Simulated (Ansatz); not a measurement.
Mulliken charges of C₂H₃SSbSe (`[Se]=[C]1C[S][SbH]1`) from ωB97M-V/def2-TZVPP in Ansatz (PBE0-D4/def2-TZVP geometry).

```csv
atom,x (Å),y (Å),z (Å),charge (e)
Se1,-0.691,0.104,2.489,-0.047
C2,-0.195,-0.163,0.838,-0.289
C3,0.335,0.850,-0.126,-0.095
S4,1.398,-0.129,-1.268,-0.249
Sb5,0.098,-1.971,-0.334,0.465
H6,-0.503,1.269,-0.695,0.149
H7,0.879,1.671,0.347,0.129
H8,-1.320,-1.630,-1.251,-0.063
```

Q: By hand: the dipole of these point charges (1 e Å = 4.8032 D).

A: Σ q r = (-0.124, -0.416, -0.167) e Å, of length 0.465 e Å = 2.23 D.

Q: How does the dipole of the full density compare? (Best estimate.)

A: Computed: (-0.122, -0.173, -0.148) e Å, 1.24 D; the point charges give 1.80 times that, at 21° from its direction.

Point charges leave out the atoms' own dipoles, such as those of lone pairs, and Mulliken's split depends on the basis, so the two needn't agree.
